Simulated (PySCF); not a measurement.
PySCF job for phosphoric acid (H₃O₄P), SMILES OP(=O)(O)O, TPSSh-D3(BJ)/def2-SVP. Geometry: TPSSh-D3(BJ)/def2-SVP. The values are those of a single conformer.

```python
import numpy as np
from pyscf import gto, scf, dft, df
from pyscf.hessian import thermo

mol = gto.M(
    atom='''
    O     1.18943124    0.81764284    0.60087527
    P     0.00000000    0.00000000   -0.12255533
    O    -0.00000003   -0.00000001   -1.60570924
    O     0.11338385   -1.43889909    0.60087529
    O    -1.30281507    0.62125625    0.60087530
    H     1.41636179    1.61076315    0.08766568
    H     0.68678091   -2.03198686    0.08766572
    H    -2.10314270    0.42122372    0.08766574
    ''',
    basis='def2-SVP',
    charge=0,
    spin=0,
    max_memory=1600,
    verbose=3,
)
mf = dft.RKS(mol, xc='tpssh').density_fit(auxbasis='def2-universal-jkfit')
mf.disp = 'd3bj'
mf.grids.level = 4
mf.conv_tol = 1e-11
mf.max_cycle = 100
mf.kernel()

# [left out here: the lines that compute and print the analytic Hessian (its translational invariance restored by hand, since the grid's response is missing), thermochemistry and intensities]
```

Output:

```
converged SCF energy = -643.819509685621

WARN: MGGA Hessian is sensitive to dft grids. grids.level 4 may not be dense enough.


WARN: DFTD3 does not support analytical Hessian, using finite difference


WARN: Mole.unit (angstrom) is changed to Bohr

Mode                                 0                   1                   2
Irrep
Freq [cm^-1]                      147.8266            148.1746            310.3755
Reduced mass [au]                   1.3769              1.3776              1.1983
Force const [Dyne/A]                0.0177              0.0178              0.0680
Char temp [K]                     212.6896            213.1903            446.5612
Normal mode                   x     y     z       x     y     z       x     y     z
       0   O                 0.01  0.03 -0.04    0.05 -0.06 -0.01   -0.00 -0.04  0.01
       1   P                -0.01  0.00  0.00   -0.00 -0.01 -0.00   -0.00 -0.00 -0.04
       2   O                 0.05  0.06  0.00   -0.06  0.05 -0.00    0.00 -0.00 -0.04
       3   O                -0.07 -0.00  0.01    0.02  0.02  0.04   -0.04  0.02  0.01
       4   O                -0.01 -0.06  0.03   -0.04 -0.04 -0.03    0.04  0.02  0.01
       5   H                 0.39 -0.33 -0.42   -0.08  0.07  0.14   -0.29  0.26  0.35
       6   H                 0.33  0.12  0.33    0.37  0.13  0.30    0.37  0.12  0.35
       7   H                -0.03 -0.16  0.09    0.09  0.49 -0.43   -0.08 -0.38  0.35
Mode                                 3                   4                   5
Irrep
Freq [cm^-1]                      365.2070            365.2396            437.0689
Reduced mass [au]                   2.7505              2.7497              8.0421
Force const [Dyne/A]                0.2161              0.2161              0.9051
Char temp [K]                     525.4516            525.4985            628.8449
Normal mode                   x     y     z       x     y     z       x     y     z
       0   O                 0.08 -0.05 -0.06   -0.00  0.07 -0.08   -0.02  0.09  0.05
       1   P                 0.01  0.01 -0.00    0.01 -0.01  0.00    0.08 -0.03  0.00
       2   O                 0.01  0.09 -0.00    0.09 -0.01  0.00   -0.12  0.04  0.00
       3   O                -0.02  0.05  0.10   -0.10 -0.02 -0.01   -0.08 -0.04  0.01
       4   O                -0.05 -0.08 -0.04    0.03 -0.06  0.09    0.07 -0.02 -0.06
       5   H                -0.10  0.08  0.06   -0.35  0.26  0.06   -0.02  0.04 -0.03
       6   H                -0.41 -0.17 -0.08   -0.10 -0.05  0.02   -0.07 -0.14  0.12
       7   H                -0.03 -0.32  0.02    0.04  0.32 -0.08    0.11 -0.10 -0.10
Mode                                 6                   7                   8
Irrep
Freq [cm^-1]                      437.0880            442.5262            823.5502
Reduced mass [au]                   8.0464              4.4966              9.3074
Force const [Dyne/A]                0.9057              0.5188              3.7193
Char temp [K]                     628.8723            636.6967           1184.9054
Normal mode                   x     y     z       x     y     z       x     y     z
       0   O                 0.07  0.00  0.04   -0.07 -0.02  0.07   -0.09 -0.07 -0.05
       1   P                 0.03  0.08  0.00    0.00  0.00 -0.07    0.00  0.00  0.04
       2   O                -0.04 -0.12  0.00   -0.00 -0.00 -0.08   -0.00  0.00  0.09
       3   O                -0.06  0.05 -0.06    0.02  0.08  0.07   -0.01  0.12 -0.05
       4   O                -0.04 -0.09  0.02    0.06 -0.05  0.07    0.11 -0.05 -0.05
       5   H                 0.17  0.03  0.13    0.20 -0.13  0.04   -0.10 -0.07 -0.05
       6   H                -0.01  0.08 -0.04   -0.21 -0.11  0.04   -0.01  0.12 -0.05
       7   H                 0.03 -0.10 -0.09    0.01  0.24  0.04    0.11 -0.05 -0.05
Mode                                 9                  10                  11
Irrep
Freq [cm^-1]                      915.0700            915.1070           1017.7220
Reduced mass [au]                   4.2784              4.2795              1.2000
Force const [Dyne/A]                2.1108              2.1115              0.7323
Char temp [K]                    1316.5820           1316.6353           1464.2753
Normal mode                   x     y     z       x     y     z       x     y     z
       0   O                -0.05 -0.03 -0.02   -0.10 -0.05 -0.08    0.01 -0.02  0.04
       1   P                 0.08 -0.04  0.00    0.04  0.08 -0.00   -0.00 -0.00 -0.00
       2   O                -0.00 -0.00 -0.00    0.00 -0.00 -0.00    0.00  0.00 -0.06
       3   O                 0.01  0.07 -0.06   -0.00 -0.11  0.06   -0.02  0.00  0.04
       4   O                -0.11  0.07  0.08    0.00  0.01  0.02    0.01  0.02  0.04
       5   H                -0.06 -0.06 -0.06    0.23  0.05  0.25   -0.39 -0.12 -0.33
       6   H                -0.05 -0.24  0.24    0.05  0.04 -0.07    0.09  0.40 -0.33
       7   H                 0.10 -0.14 -0.18    0.15 -0.11 -0.18    0.30 -0.28 -0.33
Mode                                12                  13                  14
Irrep
Freq [cm^-1]                     1028.9045           1028.9452           1313.7165
Reduced mass [au]                   1.4874              1.4873             15.1586
Force const [Dyne/A]                0.9278              0.9278             15.4140
Char temp [K]                    1480.3645           1480.4231           1890.1456
Normal mode                   x     y     z       x     y     z       x     y     z
       0   O                -0.03 -0.02 -0.01   -0.01 -0.05  0.03   -0.01 -0.01 -0.02
       1   P                 0.08 -0.01  0.00    0.01  0.08 -0.00   -0.00  0.00  0.12
       2   O                -0.02  0.01 -0.00   -0.01 -0.02 -0.00    0.00 -0.00 -0.18
       3   O                -0.03  0.01  0.03    0.02 -0.05 -0.00    0.00  0.02 -0.02
       4   O                -0.06 -0.01 -0.02    0.01 -0.02 -0.02    0.01 -0.01 -0.02
       5   H                -0.07 -0.04 -0.06   -0.48 -0.18 -0.41    0.05  0.02  0.06
       6   H                 0.08  0.39 -0.32   -0.04 -0.32  0.26   -0.01 -0.05  0.06
       7   H                -0.37  0.30  0.39   -0.13  0.13  0.15   -0.04  0.03  0.06
Mode                                15                  16                  17
Irrep
Freq [cm^-1]                     3785.4180           3785.4870           3787.8442
Reduced mass [au]                   1.0655              1.0655              1.0670
Force const [Dyne/A]                8.9960              8.9963              9.0201
Char temp [K]                    5446.3737           5446.4730           5449.8645
Normal mode                   x     y     z       x     y     z       x     y     z
       0   O                -0.01 -0.04  0.02    0.01  0.02 -0.01   -0.01 -0.03  0.02
       1   P                -0.00 -0.00  0.00   -0.00  0.00 -0.00    0.00  0.00  0.00
       2   O                 0.00  0.00  0.00    0.00 -0.00 -0.00   -0.00 -0.00  0.00
       3   O                 0.00 -0.00 -0.00   -0.03  0.03  0.02   -0.02  0.02  0.02
       4   O                -0.03 -0.01 -0.02   -0.02 -0.00 -0.01    0.03  0.01  0.02
       5   H                 0.18  0.58 -0.36   -0.10 -0.31  0.19    0.14  0.45 -0.28
       6   H                -0.01  0.01  0.01    0.46 -0.49 -0.40    0.33 -0.35 -0.29
       7   H                 0.55  0.13  0.34    0.35  0.08  0.21   -0.47 -0.11 -0.29
temperature 298.1500 [K]
pressure 101325.00 [Pa]
Rotational constants [GHz] 4.43689 4.35602 4.35602
Symmetry number 3
Zero-point energy (ZPE) 0.04797 [Eh]   125938.489 [J/mol]
                           tot       elec      trans        rot        vib
Entropy [J/mol/K]       315.475      0.000    165.927     98.599     50.949
Cv [J/mol/K]             89.680      0.000     12.472     12.472     64.737
Cp [J/mol/K]             97.995      0.000     20.786     12.472     64.737
Internal energy [J/mol]                      3718.434   3718.434 135115.817
Internal energy [Eh]   -643.76521  -643.81951
Enthalpy [J/mol]                             6197.391   3718.434 135115.817
Enthalpy [Eh]          -643.76427
Gibbs free energy [J/mol]                  -43273.840 -25678.712 119925.354
Gibbs free energy [Eh] -643.80010
static polarisability / bohr^3: [[28.726 -0.     0.   ]
 [-0.    28.726  0.   ]
 [-0.     0.    27.782]]
largest difference of analytic and finite-field dipole derivatives / e: 0.002493715102692917
mode   freq/cm-1   IR/(km/mol)   Raman/(A^4/amu)   depolarisation
   1      147.83        72.602             4.343            0.750
   2      148.17        72.526             4.343            0.750
   3      310.38        86.021             0.414            0.415
   4      365.21        40.846             1.341            0.750
   5      365.24        40.840             1.343            0.750
   6      437.07        72.847             3.231            0.750
   7      437.09        72.860             3.231            0.750
   8      442.53        27.171             1.894            0.644
   9      823.55        15.540            16.698            0.000
  10      915.07       324.862             0.835            0.750
  11      915.11       324.876             0.834            0.750
  12     1017.72        85.269             4.915            0.511
  13     1028.90        67.749             2.055            0.750
  14     1028.95        67.750             2.055            0.750
  15     1313.72       274.844             2.807            0.194
  16     3785.42       162.041            49.463            0.749
  17     3785.49       162.123            49.431            0.750
  18     3787.84        25.760           123.940            0.071
max |gradient| / (hartree/bohr): 1.3194249138252383e-05
APT charges: [-0.8076  2.2955 -0.8328 -0.8075 -0.8074  0.32    0.3199  0.3199]
```

The calculation finished and met its thresholds.
